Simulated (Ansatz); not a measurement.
As₂S. Total charge 0; singlet. Geometry relaxed at PBE0-D4/def2-TZVP.

```xyz
3

As    0.1986   -1.0842   -0.6640
As    0.0784    1.1151   -0.6425
S    -0.2771   -0.0309    1.3065
```

The restricted singlet is unstable: a solution with broken spin symmetry lies lower. The geometry of the singlet was relaxed on an unsound state (restricted singlet, unstable towards broken spin symmetry). The structure comes from a short search, and lower isomers may exist.

(1) Estimate the harmonic wavenumbers at RKS PBE0-D4/def2-TZVP (Ansatz, unscaled). Is this a minimum?

## Answers

(1) 183, 370, 462 cm⁻¹. Yes, no mode is imaginary beyond noise. Zero-point energy 6.1 kJ/mol. Hardware: 4 threads of Arm Neoverse N1 on a shared host. Wall time 31 s.
